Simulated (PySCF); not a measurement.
A drawing and its optimised geometry.

C5H5BCl2O2. Drawn bonds (atoms numbered from 1): C1–C2, C2≡C3, C3–C4, C4=O5, C4–O6, O6–C7, C7–B8, B8–Cl9, B8–Cl10, C1–H11, C1–H12, C1–H13, C7–H14, C7–H15.

Geometry after optimisation with GFN2-xTB (Å):

```
atom  x, y, z in Å
C1     3.617    0.762    0.337
C2     2.221    0.463    0.231
C3     1.047    0.208    0.130
C4    -0.335   -0.073    0.059
O5    -1.098    0.135    1.034
O6    -0.814   -0.556   -1.039
C7    -2.237   -0.772   -0.907
B8    -2.552   -0.278    0.638
Cl9   -3.581    1.214    0.757
Cl10  -3.053   -1.610    1.766
H11    3.753    1.842    0.380
H12    4.016    0.323    1.251
H13    4.154    0.366   -0.523
H14   -2.420   -1.830   -1.103
H15   -2.723   -0.187   -1.689
```

Here a drawn bond counts as lost beyond 1.3 times the sum of covalent radii plus 0.1 Å; another pair counts as a new contact within 1.08 times that sum, or 1.2 times among H, C, N, O, F, S and Cl. Covalent radii used (Å): B 0.84, C 0.73, Cl 1.02, H 0.31, O 0.66.

Problem. Which drawn bonds no longer describe this geometry, and which new contacts appear?

Solution. No drawn bond is lost. New contacts: O5–B8 (1.56 Å; radii sum 1.50 Å). The tight-binding optimisation can itself be at fault, so a check at a higher level is due before the drawing is dismissed.

Problem. How long is each drawn bond in this geometry?

Solution. 
| drawn bond | length (Å) | over radii sum |
| --- | --- | --- |
| C1–C2 | 1.431 | 0.98 |
| C2–C3 | 1.206 | 0.83 |
| C3–C4 | 1.412 | 0.97 |
| C4–O5 | 1.255 | 0.90 |
| C4–O6 | 1.291 | 0.93 |
| O6–C7 | 1.445 | 1.04 |
| C7–B8 | 1.652 | 1.05 |
| B8–Cl9 | 1.816 | 0.98 |
| B8–Cl10 | 1.816 | 0.98 |
| C1–H11 | 1.090 | 1.05 |
| C1–H12 | 1.089 | 1.05 |
| C1–H13 | 1.089 | 1.05 |
| C7–H14 | 1.091 | 1.05 |
| C7–H15 | 1.091 | 1.05 |

These are computed values.
